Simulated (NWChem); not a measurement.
# Si₂NH₄OF; SMILES [SiH2]1O[Si@H](N1)F

```xyz
9

F      0.0542    -2.1180     0.5865
Si    -0.0101    -0.8532    -0.4416
N     -1.2102     0.3501    -0.0603
Si     0.0710     1.5292     0.2267
O      1.2042     0.2922    -0.1376
H      0.0193    -1.4616    -1.8004
H     -2.2289     0.3787    -0.0726
H      0.1393     2.6726    -0.7434
H      0.2010     2.0526     1.6275
```
Atoms are numbered in this order, from 1.

Level: PBE-D3(BJ)/def2-SVP (NWChem), optimised geometry, unscaled harmonic frequencies. 

| frequency (cm⁻¹) | IR intensity (km/mol) |
|---|---|
| 137 | 3.6 |
| 227 | 12.6 |
| 334 | 70.8 |
| 387 | 37.7 |
| 529 | 14.4 |
| 568 | 3.4 |
| 638 | 0.2 |
| 673 | 64.3 |
| 695 | 1.8 |
| 760 | 36.7 |
| 806 | 110.5 |
| 831 | 43.9 |
| 849 | 49.5 |
| 932 | 172.7 |
| 956 | 307.9 |
| 991 | 104.8 |
| 998 | 297.2 |
| 2179 | 135.2 |
| 2180 | 161.0 |
| 2245 | 119.1 |
| 3585 | 45.3 |

```yaml
zero_point_energy: 30.7 kcal/mol
thermal correction to the enthalpy at 298.15 K (with zero-point energy): 35.0 kcal/mol
heat capacity Cv: 21.9 cal/(mol K)
entropy at 298.15 K and 1 atm (symmetry number 1): 76.8 cal/(mol K)
dipole_moment: 2.67 D
```

Rigid rotor and harmonic oscillator.
